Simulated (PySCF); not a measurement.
## Property card for `C=CP(C=C)CSC`

C₆H₁₁PS.
SMILES with atom numbers: `[CH2:1]=[CH:2][P:3]([CH:4]=[CH2:5])[CH2:6][S:7][CH3:8]` (hydrogens: H9, H10 on C1; H11 on C2; H12 on C4; H13, H14 on C5; H15, H16 on C6; H17, H18, H19 on C8)

Among its groups: C=C double bond, sulfide and phosphine.

From PBE0-D3(BJ)/def2-SVP geometry optimisation, gas phase (PySCF):

| Quantity | Value |
| --- | --- |
| Point group | C1 |
| Rotational constants A, B, C | 2.316, 0.764, 0.638 GHz |

CAM-B3LYP/def2-SVPD ground state, ΔSCF and vertical TDDFT (core frozen in the response) (PySCF):

| Property | Result |
| --- | --- |
| Dipole moment | 2.59 D |
| HOMO energy | -7.75 eV |
| LUMO energy | 0.56 eV |
| HOMO–LUMO gap | 8.31 eV |
| Lowest singlet excitation | 5.12 eV (242 nm, f = 0.010) |
| Strongest line among the 10 lowest singlet transitions | S3 at 5.73 eV (216 nm, f = 0.181) |
| Lowest triplet excitation (Tamm–Dancoff) | 3.99 eV |
| Static isotropic polarisability | 124.5 au |
| Vertical ionisation energy | 8.38 eV |
| Electronic spatial extent ⟨r²⟩ about the centre of nuclear charge | 1856 bohr² |

KT3/pcSseg-1 ground state and GIAO shieldings, non-relativistic (PySCF):

| Quantity | Value |
| --- | --- |
| 13C chemical shifts (computed TMS as zero) by class | 136.2 (C2/C4), 123.5 (C1/C5), 42.5 (C6), 24.3 (C8) ppm |
| 1H chemical shifts (computed TMS as zero) by class | 6.39 (H11/H12), 5.88 (H9/H13), 5.66 (H10/H14), 2.52 (H15/H16), 2.04 (H17/H18/H19) ppm |
| Isotropic shieldings of nuclei other than C and H, by class | 364 (P3), 564 (S7) ppm |

Monoisotopic mass from the formula: 146.0319 u.

The ΔSCF ionisation energy exceeds −ε(HOMO) by 0.63 eV with CAM-B3LYP. The dipole equals about 8.6 × 10⁻³⁰ C·m (1 D = 3.33564 × 10⁻³⁰ C·m). No computed singlet falls in the visible range (750 to 380 nm, 1.65 to 3.26 eV); S1 lies 1.86 eV above its blue end. The principal polarisabilities are 96.5, 121.1 and 155.7 au; their mean is the isotropic value.

 NMR classes are plain means over equivalent atoms (diastereotopic ones count apart unless rotation or inversion swaps them), as if these changed places fast; in this geometry the members of some classes differ.

For the TDDFT job (CAM-B3LYP/def2-SVPD), time: 5.6 min of wall time; peak memory 1.3 GiB. Hardware: one thread, Arm Neoverse V1 (aarch64), no GPU, shared host.

Conformer computed: `[CH2:1]=[CH:2][P:3]([CH:4]=[CH2:5])[CH2:6][S:7][CH3:8]`: C1–C2–P3–C4 -133°, C2–P3–C4–C5 33°, C2–P3–C6–S7 178°, P3–C6–S7–C8 -167°.

One conformer stands for the species.
